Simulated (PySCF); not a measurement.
How the method moves the HOMO and LUMO of `C[SiH](C)C#N`

C₃H₇NSi.
Numbering: `[CH3:1][SiH:2]([CH3:3])[C:4]#[N:5]` (hydrogens: H6, H7, H8 on C1; H9 on Si2; H10, H11, H12 on C3)

Structure used (PBE0-D3(BJ)/def2-SVP), in Å, numbered top down from 1:
```
atom  x, y, z in Å
C1     1.6611   -0.1573   -0.0842
Si2   -0.1295    0.1856   -0.5001
C3    -1.3205   -0.9444    0.3939
C4    -0.5036    1.9392    0.0331
N5    -0.7235    3.0223    0.3856
H6     1.9313   -1.1861   -0.3692
H7     1.8377   -0.0381    0.9956
H8     2.3289    0.5340   -0.6198
H9    -0.3584    0.1594   -1.9741
H10   -2.3649   -0.6783    0.1733
H11   -1.1700   -0.8821    1.4824
H12   -1.1571   -1.9883    0.0829
```

Basis pcSseg-2 throughout (PySCF), one geometry. Geometry: PBE0-D3(BJ)/def2-SVP; no solvent, vibrations or thermal averaging.

**Question.** How do the orbital energies, the gap and the dipole change with the method?

**Answer.** 
```csv
method,kind,HOMO (eV),LUMO (eV),gap (eV),μ (D),SCF cycles
BLYP,GGA,-7.80,-1.14,6.66,4.20,14
B97-D,GGA,-7.90,-1.15,6.75,4.20,14
OPBE,GGA,-7.92,-1.13,6.79,4.18,15
PBE,GGA,-7.94,-1.26,6.67,4.21,14
KT2,GGA,-7.95,-1.28,6.68,4.19,15
KT3,GGA,-7.98,-1.25,6.73,4.15,14
BP86,GGA,-8.03,-1.31,6.71,4.22,14
LDA,LDA,-8.09,-1.47,6.62,4.32,14
B97-2,global hybrid,-8.97,-0.34,8.63,4.25,13
B3LYP,global hybrid,-9.01,-0.56,8.44,4.26,14
PBE0,global hybrid,-9.24,-0.32,8.91,4.27,14
mPW1PW91,global hybrid,-9.26,-0.33,8.93,4.27,14
BHandHLYP,global hybrid,-10.44,0.49,10.93,4.33,12
CAM-B3LYP,range-separated hybrid,-10.63,0.62,11.25,4.30,13
wB97X-D,range-separated hybrid,-11.11,1.44,12.55,4.27,13
LC-wPBE,range-separated hybrid,-12.03,1.78,13.81,4.31,13
HF,Hartree–Fock,-12.30,2.23,14.54,4.41,10
```

The HOMO spans 4.51 eV, from BLYP down to HF, and the gap runs from 6.62 eV (LDA) to 14.54 eV (HF). Over the methods BLYP (0 %), B97-D (0 %), OPBE (0 %), PBE (0 %), KT2 (0 %), KT3 (0 %), BP86 (0 %), LDA (0 %), B97-2 (21 %), B3LYP (20 %), PBE0 (25 %), mPW1PW91 (25 %), BHandHLYP (50 %), HF (100 %), a straight line through the gap against the share of exact exchange rises by 0.80 eV for each 10 % (correlation coefficient 0.998). The dipole ranges from 4.15 D (KT3) to 4.41 D (HF). This basis has no diffuse functions.
